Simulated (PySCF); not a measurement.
**The second ionisation energy along the 5p block**

Calculated with PySCF 2.14 from differences of total energies of unrestricted determinants, without spin-orbit coupling. Values in eV. The last column holds reference values (NIST; (s) semi-empirical, (t) theoretical, else measured). Unmarked ones compare directly (S terms, centres of terms, or small fine structure); those marked * lie between the lowest fine-structure levels and include a spin-orbit shift.

| element | configurations | UHF | LDA | PBE | PBE0 | MP2 (valence) | SCS-MP2 (valence) | reference |
| --- | --- | --- | --- | --- | --- | --- | --- | --- |
| In (x2c-QZVPPall with one added diffuse shell each of s, p, d, f type, spin-free X2C) | [Kr] 4d10 5s2 → [Kr] 4d10 5s1 | 17.015 | 19.405 | 18.975 | 18.662 | 17.674 | 17.806 | 18.870 |
| Sn (x2c-QZVPPall with one added diffuse shell each of s, p, d, f type, spin-free X2C) | [Kr] 4d10 5s2 5p1 → [Kr] 4d10 5s2 | 13.749 | 14.414 | 14.228 | 14.265 | 13.978 | 13.969 | 14.282 |
| Sb (x2c-QZVPPall with one added diffuse shell each of s, p, d, f type, spin-free X2C) | [Kr] 4d10 5s2 5p2 → [Kr] 4d10 5s2 5p1 | 16.002 | 16.671 | 16.475 | 16.537 | 16.348 | 16.286 | 16.626 ± 0.025 * |
| Te (x2c-QZVPPall with one added diffuse shell each of s, p, d, f type, spin-free X2C) | [Kr] 4d10 5s2 5p3 → [Kr] 4d10 5s2 5p2 | 18.345 | 18.942 | 18.753 | 18.855 | 18.808 | 18.680 | 18.6 ± 0.4 * |
| I (x2c-QZVPPall with one added diffuse shell each of s, p, d, f type, spin-free X2C) | [Kr] 4d10 5s2 5p4 → [Kr] 4d10 5s2 5p3 | 17.676 | 19.054 | 18.734 | 18.750 | 18.410 | 18.495 | 18.750 |
| Xe (x2c-QZVPPall with one added diffuse shell each of s, p, d, f type, spin-free X2C) | [Kr] 4d10 5s2 5p5 → [Kr] 4d10 5s2 5p4 | 20.071 | 21.396 | 21.067 | 21.113 | 20.918 | 20.939 | 20.975 (s) * |

```json
{"method": "UHF", "elements": "3", "mean error (eV)": "-1.154", "mean absolute error (eV)": "1.154", "largest error (eV)": "-1.855"}
{"method": "LDA", "elements": "3", "mean error (eV)": "0.324", "mean absolute error (eV)": "0.324", "largest error (eV)": "0.535"}
{"method": "PBE", "elements": "3", "mean error (eV)": "0.012", "mean absolute error (eV)": "0.058", "largest error (eV)": "0.105"}
{"method": "PBE0", "elements": "3", "mean error (eV)": "-0.075", "mean absolute error (eV)": "0.075", "largest error (eV)": "-0.208"}
{"method": "MP2 (valence)", "elements": "3", "mean error (eV)": "-0.613", "mean absolute error (eV)": "0.613", "largest error (eV)": "-1.196"}
{"method": "SCS-MP2 (valence)", "elements": "3", "mean error (eV)": "-0.544", "mean absolute error (eV)": "0.544", "largest error (eV)": "-1.065"}
```

Errors include the incompleteness of the basis and the frozen core.

"Valence" correlates the outer s and p shells and, in groups 3 to 12 and the f block, the outer d or f shell, open or full, or the next shell where the ion has no valence electron left; the wider scheme adds the next inner shell.
